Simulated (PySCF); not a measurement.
Here is a computed PBE0-D3(BJ)/def2-SVP geometry (Å):
```
atom  x, y, z in Å
C1    -0.9077    1.8888    0.4608
C2    -0.8970    0.4594    0.0353
C3     0.2008   -0.2241   -0.3109
O4     1.4243    0.4241   -0.3752
C5     2.4936   -0.1221    0.2303
F6     3.4357    0.7981    0.2968
F7     2.9810   -1.1663   -0.4462
F8     2.2125   -0.5472    1.4605
C9     0.1258   -1.6538   -0.7408
Se10  -1.7729   -2.1094   -0.6391
C11   -2.1907   -0.2885   -0.0366
H12   -1.3537    1.9919    1.4637
H13    0.1068    2.3067    0.4825
H14   -1.5207    2.4962   -0.2255
H15    0.7013   -2.3173   -0.0777
H16    0.5070   -1.7812   -1.7663
H17   -2.6850   -0.3277    0.9478
H18   -2.8902    0.1862   -0.7437
```

Neutral, closed shell.

Read off the bonds between heavy atoms and their formal orders.

C1–C2 1.49 Å (single); C2–C3 1.34 Å (double); C3–O4 1.39 Å (single); O4–C5 1.34 Å (single); C5–F6 1.32 Å (single); C5–F7 1.34 Å (single); C5–F8 1.33 Å (single); C3–C9 1.49 Å (single); C9–Se10 1.96 Å (single); Se10–C11 1.96 Å (single); C2–C11 1.50 Å (single). Bonds to hydrogen (Å): C1–H12 1.10; C1–H13 1.10; C1–H14 1.10; C9–H15 1.10; C9–H16 1.10; C11–H17 1.10; C11–H18 1.10.

Write the SMILES.

`CC1=C(OC(F)(F)F)C[Se]C1`, C6H7F3OSe. Among its features: C=C double bond, ether, CF3 group, C–F bond and selenium bound to carbon.

Name the point group.

C1 (no symmetry element, even within 0.4 Å).

Which rings does it hold (smallest set)?

C2–C3–C9–Se10–C11 (5 members, 0.00 Å rms from planarity).

Classify the heavy atoms.

C1: allylic carbon; C2: fully substituted alkene carbon; C3: vinylic carbon bearing oxygen; O4: ether oxygen; C5: CF3 carbon; F6/F7/F8: fluorine of a CF3 group; C9: sp3 carbon bound to selenium; Se10: selenium bonded to 2 C; C11: sp3 carbon bound to selenium.

What is the arrangement about C5?

It has 4 neighbours (O4, F6, F7, F8) and is tetrahedral (angles from 107.2° to 112.3°).

What is the arrangement about C1?

It has 4 neighbours (C2, H12, H13, H14) and is tetrahedral (angles from 106.8° to 111.3°).
